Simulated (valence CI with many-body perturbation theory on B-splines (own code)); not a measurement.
Energy levels of Ni22+

Computed by relativistic CI+MBPT: four valence electrons over a frozen Dirac-Fock core [He], radial functions for each j: 11 s, 11 p, 10 d, 8 f, 5 g, 2 h, with the one-electron correlation potential Σ1, the two-electron term Σ2, the three-electron term Σ3, Breit, model QED; selected CI, second order for the rest, scaled by the run's own slope (own B-spline code, finite nucleus).

No measured spectrum was set against this ion. As an estimate, levels of excited configurations hold to 0.05 to 0.15 % of their energy, terms of the ground configuration to about 0.5 %. Among the levels kept, up to 1100 cm⁻¹ of a level comes from second order outside the variational space, and about a tenth of that is noise between levels of different J, which matters for small intervals.

Levels 136 to 180 of 197, with energies above the lowest level, 2s²2p² ³P_0. "Leading %" is the weight of the configuration and term that name the level; weights of strongly mixed levels are sums over their largest components and can fall short. In the jj column 3d3/2^4 stands for four electrons in 3d with j = 3/2.

| No. | Configuration | Term | J | E (eV) | Leading % | g | Second component | Leading jj |
| --- | --- | --- | --- | --- | --- | --- | --- | --- |
| 136 | 2s2p²3d | ¹F | 3 | 1306.8 | 43 | 1.112 | 27 % 2s2p²3d ³D | 2s 2p3/2^2 3d5/2 (52 %) |
| 137 | 2s2p²3p | ³P° | 1 | 1307.0 | 56 | 1.353 | 27 % 2s2p²3p ¹P° | 2s 2p3/2^2 3p3/2 (72 %) |
| 138 | 2s2p²3d | ¹G | 4 | 1307.3 | 70 | 1.059 | 20 % 2s2p²3d ³F | 2s 2p3/2^2 3d3/2 (52 %) |
| 139 | 2s2p²3d | ³P | 1 | 1307.7 | 34 | 1.198 | 24 % 2s2p²3d ¹P | 2s 2p1/2 2p3/2 3d3/2 (52 %) |
| 140 | 2s2p²3d | ³S | 1 | 1310.5 | 51 | 1.476 | 24 % 2s2p²3d ³D | 2s 2p1/2 2p3/2 3d3/2 (37 %) |
| 141 | 2s2p²3d | ³F | 2 | 1310.8 | 42 | 0.995 | 18 % 2s2p²3d ³P | 2s 2p1/2 2p3/2 3d3/2 (44 %) |
| 142 | 2s2p²3p | ¹D° | 2 | 1311.9 | 55 | 1.301 | 21 % 2p³3s ⁵S° | 2s 2p3/2^2 3p3/2 (41 %) |
| 143 | 2s2p²3d | ³D | 3 | 1313.4 | 40 | 1.176 | 39 % 2s2p²3d ³F | 2s 2p1/2 2p3/2 3d5/2 (50 %) |
| 144 | 2s2p²3d | ¹D | 2 | 1313.4 | 48 | 1.051 | 18 % 2s2p²3d ³F | 2s 2p3/2^2 3d5/2 (44 %) |
| 145 | 2p³3s | ⁵S° | 2 | 1313.5 | 62 | 1.714 | 16 % 2s2p²3p ¹D° | 2p1/2^2 2p3/2 3s (32 %) |
| 146 | 2s2p²3d | ¹P | 1 | 1315.5 | 52 | 1.020 | 22 % 2s2p²3d ³D | 2s 2p3/2^2 3d5/2 (36 %) |
| 147 | 2s2p²3d | ³D | 2 | 1316.0 | 58 | 1.225 | 25 % 2s2p²3d ³P | 2s 2p1/2 2p3/2 3d5/2 (51 %) |
| 148 | 2s2p²3d | ¹S | 0 | 1316.2 | 86 |  | 10 % 2s2p²3d ³P | 2s 2p3/2^2 3d5/2 (36 %) |
| 149 | 2s2p²3p | ¹P° | 1 | 1318.2 | 72 | 1.151 | 13 % 2p³3s ³S° | 2s 2p3/2^2 3p3/2 (52 %) |
| 150 | 2p³3s | ³S° | 1 | 1325.2 | 42 | 1.556 | 17 % 2s2p²3p ³S° | 2p1/2^2 2p3/2 3s (60 %) |
| 151 | 2s2p²3d | ³F | 4 | 1331.5 | 88 | 1.230 | 5 % 2s2p²3d ¹G | 2s 2p3/2^2 3d5/2 (79 %) |
| 152 | 2s2p²3d | ³D | 3 | 1331.8 | 58 | 1.230 | 35 % 2s2p²3d ³F | 2s 2p3/2^2 3d5/2 (66 %) |
| 153 | 2s2p²3d | ¹P | 1 | 1332.4 | 50 | 0.898 | 32 % 2s2p²3d ³D | 2s 2p3/2^2 3d3/2 (56 %) |
| 154 | 2s2p²3d | ³D | 2 | 1333.6 | 50 | 0.992 | 28 % 2s2p²3d ³F | 2s 2p3/2^2 3d3/2 (77 %) |
| 155 | 2s2p²3d | ³D | 3 | 1334.6 | 75 | 1.291 | 14 % 2s2p²3d ³F | 2s 2p3/2^2 3d5/2 (58 %) |
| 156 | 2p³3s | ³D° | 2 | 1335.6 | 68 | 1.252 | 12 % 2p³3s ³P° | 2p1/2 2p3/2^2 3s (64 %) |
| 157 | 2s2p²3d | ³D | 1 | 1335.7 | 86 | 0.621 |  | 2s 2p3/2^2 3d3/2 (68 %) |
| 158 | 2s2p²3d | ³P | 2 | 1335.9 | 40 | 1.383 | 14 % 2p³3p ⁵P | 2s 2p3/2^2 3d3/2 (32 %) |
| 159 | 2p³3s | ³D° | 1 | 1336.7 | 66 | 0.928 | 22 % 2p³3s ³S° | 2p1/2 2p3/2^2 3s (80 %) |
| 160 | 2s2p²3d | ¹D | 2 | 1337.0 | 52 | 1.127 | 21 % 2s2p²3d ³D | 2s 2p3/2^2 3d5/2 (68 %) |
| 161 | 2p³3p | ⁵P | 1 | 1337.2 | 72 | 2.141 | 5 % 2s2p²3d ¹P | 2p1/2^2 2p3/2 3p1/2 (49 %) |
| 162 | 2p³3p | ⁵P | 2 | 1338.6 | 47 | 1.561 | 15 % 2s2p²3d ³P | 2p1/2^2 2p3/2 3p1/2 (31 %) |
| 163 | 2s2p²3d | ³P | 0 | 1338.9 | 91 |  | 8 % 2s2p²3d ¹S | 2s 2p3/2^2 3d3/2 (80 %) |
| 164 | 2s2p²3d | ³P | 1 | 1339.7 | 71 | 1.425 | 19 % 2s2p²3d ¹P | 2s 2p3/2^2 3d5/2 (44 %) |
| 165 | 2p³3s | ³D° | 3 | 1340.4 | 95 | 1.329 |  | 2p1/2 2p3/2^2 3s (95 %) |
| 166 | 2s2p²3d | ¹F | 3 | 1340.8 | 83 | 1.029 | 7 % 2s2p²3d ³D | 2s 2p3/2^2 3d3/2 (41 %) |
| 167 | 2p³3p | ⁵P | 3 | 1342.3 | 84 | 1.604 | 9 % 2p³3p ³D | 2p1/2^2 2p3/2 3p3/2 (52 %) |
| 168 | 2p³3s | ¹D° | 2 | 1344.2 | 75 | 1.044 | 17 % 2p³3s ³D° | 2p1/2 2p3/2^2 3s (91 %) |
| 169 | 2p³3p | ³P | 1 | 1345.7 | 65 | 1.437 | 9 % 2p³3p ¹P | 2p1/2^2 2p3/2 3p3/2 (72 %) |
| 170 | 2s2p²3d | ¹D | 2 | 1347.4 | 54 | 1.184 | 16 % 2p³3p ³P | 2s 2p3/2^2 3d5/2 (34 %) |
| 171 | 2p³3p | ³P | 2 | 1350.0 | 44 | 1.333 | 23 % 2s2p²3d ¹D | 2p1/2 2p3/2^2 3p3/2 (26 %) |
| 172 | 2p³3p | ³P | 0 | 1351.5 | 97 |  |  | 2p1/2 2p3/2^2 3p3/2 (70 %) |
| 173 | 2p³3p | ³D | 1 | 1356.3 | 41 | 1.012 | 25 % 2p³3p ¹P | 2p1/2 2p3/2^2 3p1/2 (66 %) |
| 174 | 2p³3s | ³P° | 0 | 1359.0 | 95 |  |  | 2p1/2 2p3/2^2 3s (95 %) |
| 175 | 2p³3p | ³F | 2 | 1359.1 | 51 | 0.951 | 29 % 2p³3p ³D | 2p1/2 2p3/2^2 3p1/2 (75 %) |
| 176 | 2p³3s | ³P° | 1 | 1360.6 | 74 | 1.385 | 19 % 2p³3s ¹P° | 2p1/2 2p3/2^2 3s (91 %) |
| 177 | 2p³3p | ³D | 2 | 1362.7 | 62 | 1.107 | 19 % 2p³3p ³F | 2p1/2 2p3/2^2 3p3/2 (56 %) |
| 178 | 2p³3p | ³F | 3 | 1362.8 | 70 | 1.160 | 23 % 2p³3p ³D | 2p1/2 2p3/2^2 3p1/2 (59 %) |
| 179 | 2p³3p | ¹F | 3 | 1364.7 | 49 | 1.167 | 40 % 2p³3p ³D | 2p1/2 2p3/2^2 3p3/2 (43 %) |
| 180 | 2p³3p | ¹P | 1 | 1366.1 | 52 | 0.870 | 38 % 2p³3p ³D | 2p1/2 2p3/2^2 3p3/2 (80 %) |

Names give the largest LS component (configuration and term), which can be under half, so a name can repeat, a term be missing and a line seem to break the LS rules; names also repeat where a configuration has a term twice.
